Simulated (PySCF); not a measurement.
Compound: 2,2-dimethylpentan-3-one, C₇H₁₄O.
Bonds: C1–C2, C2–C3, C3–O4 (double), C3–C5, C5–C6, C5–C7, C5–C8. Hydrogens: H9, H10, H11 on C1; H12, H13 on C2; H14, H15, H16 on C6; H17, H18, H19 on C7; H20, H21, H22 on C8.

Method: PBE0-D3(BJ)/def2-SVP geometry optimisation, gas phase in PySCF; density fitting, grid level 2; the optimiser is geomeTRIC in internal coordinates, started from a GFN2-xTB structure.

Step 0: E = -9517.2532 eV
```
atom  x, y, z in Å  |  force x, y, z in eV/Å
C1      2.9945    0.1393   -0.1709   -0.573   0.195   0.256
C2      1.5816    0.4910    0.2776    0.641  -0.650  -0.487
C3      0.5702   -0.5441   -0.1709   -0.224   0.428   0.264
O4      0.9081   -1.5955   -0.6535    0.117  -0.177  -0.085
C5     -0.9103   -0.1732   -0.0204   -0.347  -0.253  -0.073
C6     -1.1926    0.6794    1.2172    0.200  -0.290  -0.457
C7     -1.2861    0.6067   -1.2901    0.223  -0.267   0.406
C8     -1.7382   -1.4595    0.0450    0.378   0.423  -0.111
H9      3.0568    0.1390   -1.2564    0.093  -0.048  -0.422
H10     3.2609   -0.8539    0.1810    0.150  -0.383   0.075
H11     3.7105    0.8573    0.2221    0.311   0.269   0.120
H12     1.5397    0.5397    1.3685   -0.134   0.141   0.350
H13     1.2921    1.4702   -0.1070   -0.210   0.367   0.020
H14    -0.7062    1.6493    1.1607    0.190   0.428   0.045
H15    -0.8590    0.1713    2.1193    0.113  -0.159   0.431
H16    -2.2646    0.8465    1.3017   -0.420   0.094   0.057
H17    -0.7178    1.5313   -1.3666    0.196   0.418  -0.085
H18    -1.0885    0.0051   -2.1744    0.050  -0.213  -0.391
H19    -2.3451    0.8548   -1.2699   -0.436   0.137  -0.005
H20    -2.8007   -1.2292    0.0215   -0.446   0.103   0.020
H21    -1.5193   -2.0040    0.9610    0.054  -0.278   0.351
H22    -1.4965   -2.1022   -0.7973    0.075  -0.284  -0.277
```

Task: Estimate the geometry and energy of step 1. (The exact step hangs on the optimiser's Hessian estimate; all steps are aligned on step 0, rigid shifts and turns removed.)

Result: E = -9517.3087 eV, largest force 0.194 eV/Å
```
atom  x, y, z in Å  |  force x, y, z in eV/Å
C1      3.0029    0.1417   -0.1805    0.097  -0.043  -0.038
C2      1.6005    0.4904    0.2666   -0.136   0.112   0.082
C3      0.5666   -0.5389   -0.1439    0.053  -0.118  -0.075
O4      0.9102   -1.6088   -0.5920   -0.021   0.049   0.030
C5     -0.9236   -0.1808   -0.0191    0.084   0.031   0.019
C6     -1.2025    0.6723    1.2185   -0.034   0.033   0.069
C7     -1.2826    0.6083   -1.2866   -0.037   0.040  -0.066
C8     -1.7408   -1.4671    0.0328   -0.056  -0.065   0.023
H9      3.0754    0.1256   -1.2791   -0.003  -0.004   0.035
H10     3.2852   -0.8608    0.1729   -0.007   0.031  -0.009
H11     3.7347    0.8687    0.2026   -0.023  -0.011  -0.013
H12     1.5460    0.5722    1.3693    0.006   0.006  -0.068
H13     1.2863    1.4834   -0.1037    0.024  -0.057   0.031
H14    -0.6998    1.6507    1.1785   -0.008  -0.023  -0.003
H15    -0.8849    0.1616    2.1422   -0.013   0.008  -0.021
H16    -2.2846    0.8633    1.3026    0.027   0.003  -0.004
H17    -0.7027    1.5415   -1.3727   -0.013  -0.024   0.010
H18    -1.0990    0.0058   -2.1898   -0.005   0.011   0.018
H19    -2.3511    0.8801   -1.2689    0.035  -0.006  -0.001
H20    -2.8181   -1.2361    0.0190    0.032  -0.006   0.001
H21    -1.5247   -2.0371    0.9507   -0.001   0.016  -0.031
H22    -1.5041   -2.1166   -0.8210   -0.001   0.018   0.011
```

The energy changes by -0.0556 eV. The first-order estimate −F·Δx gives -0.1221 eV and the mean of the old and new forces, exact on a quadratic surface, -0.0558 eV. The step makes an angle of 66° with the force vector and moves no atom by more than 0.063 Å.

What follows is the cost of the whole optimisation. On one thread of an Intel Xeon Platinum 8488C, no GPU, shared host with 96 logical CPUs at a one-minute load of 36, this took 99 s wall and 0.91 GiB of memory at its peak.
